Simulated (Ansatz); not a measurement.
Ansatz (a program for electronic structure) input (CCSD(T)/aug-cc-pV(T+d)Z):
A basis named .json is the Basis Set Exchange file of that set.

Ansatz 0.2 input:
```yaml
crystal:
  periodic: [false, false, false]
  atoms:
    - {symbol: Si, position_ang: [1.35560554, -0.04301608, 0.06364557]}
    - {symbol: Si, position_ang: [-1.02163773, 0.03757317, -0.06413601]}
    - {symbol: H, position_ang: [-1.62000933, 1.38029313, -0.29021330]}
    - {symbol: H, position_ang: [-1.39716893, -0.39628784, 1.31666715]}
    - {symbol: H, position_ang: [-1.65837119, -0.90780453, -1.01958768]}
basis:
  gaussian:
    orbitals: aug-cc-pV_T+d_Z.json
total_charge: 1
magnetization: {spin_polarized: false}
correlation: {method: ccsd_t, electrons: outside_noble_gas}
```

Output:

```
Functional definition: HF
integrals: 0.60 GiB planned
1026 factors; integrals over basis functions are off by at most 1.3e-3 eV
mean field: 0.53 GiB planned
mean field evaluation 1: about -15760.7520 eV, gradient 2.0e1 eV
mean field evaluation 2: about -15760.7522 eV, gradient 2.0e1 eV
mean field evaluation 4: about -15763.0606 eV, gradient 2.4e0 eV
mean field evaluation 8: about -15763.1183 eV, gradient 1.5e-1 eV
mean field evaluation 16: about -15763.1150 eV, gradient 5.9e-1 eV
mean field -15763.11858685 eV, -579.2839234411 hartree, gradient 4.7e-6 eV, S^2 0.000000; 0 other end points of the search recorded, 0 dependent functions left out; unrestricted orbitals would lower it
10 core orbitals not correlated
reference -15763.11858685 eV, -579.2839234411 hartree; 5, 5 occupied and 164, 164 virtual orbitals, 1026 factors
second order -5.26532377 eV of doubles, -0.00000000 eV of singles
coupled cluster: 1.03 GiB planned
cycle   1  -6.06654315 eV  change   -8.0e-1 eV  update   8.4e-2
cycle   2  -6.42742088 eV  change   -3.6e-1 eV  update   3.5e-2
cycle   3  -6.46598942 eV  change   -3.9e-2 eV  update   1.4e-2
cycle   4  -6.46343390 eV  change    2.6e-3 eV  update   6.3e-3
cycle   5  -6.46246693 eV  change    9.7e-4 eV  update   2.5e-3
cycle   6  -6.46283021 eV  change   -3.6e-4 eV  update   1.1e-3
cycle   7  -6.46284460 eV  change   -1.4e-5 eV  update   3.3e-4
cycle   8  -6.46294668 eV  change   -1.0e-4 eV  update   1.0e-4
cycle   9  -6.46297915 eV  change   -3.2e-5 eV  update   3.2e-5
cycle  10  -6.46296486 eV  change    1.4e-5 eV  update   1.4e-5
cycle  11  -6.46296368 eV  change    1.2e-6 eV  update   7.0e-6
perturbative correction -0.21915060 eV, -0.0080536359 hartree
Total energy: -15769.80070113 eV, -579.5294866116 hartree
```

This state (charge 1, singlet) is run at the relaxed geometry of the species with charge 0 and multiplicity 2.
